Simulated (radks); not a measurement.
Problem. The mean radii <r> (bohr) of the occupied orbitals of an atom or ion are listed with their occupations. Method: Dirac Kohn-Sham, BLYP, spin-unpolarised, spherical densities, finite nucleus; Fermi nuclear charge, rms radius of each element as measured or else 0.836 A^(1/3) + 0.57 fm; computed with a radial shooting solver on a logarithmic mesh with Libxc functionals.

| orbital | occ. | <r> |
|---|---|---|
| 1s1/2 | 2 | 0.04550 |
| 2s1/2 | 2 | 0.2023 |
| 2p1/2 | 2 | 0.1745 |
| 2p3/2 | 4 | 0.1782 |
| 3s1/2 | 2 | 0.5727 |
| 3p1/2 | 2 | 0.5735 |
| 3p3/2 | 4 | 0.5819 |
| 3d3/2 | 4 | 0.5699 |
| 3d5/2 | 2 | 0.5725 |

Name the element and its charge.

Solution. Z = 33, arsenic, charge +9: As9+ in [Ar] 3d(3/2: 4, 5/2: 2). The 1s radius gives Z: for a bare nucleus <r> = (2 gamma + 1)/(2Z) with gamma = sqrt(1 - (Z/c)^2), 0.04456 bohr for Z = 33, and screening makes it slightly larger (0.04550 here). The occupations add up to 24, and the charge is Z minus that.
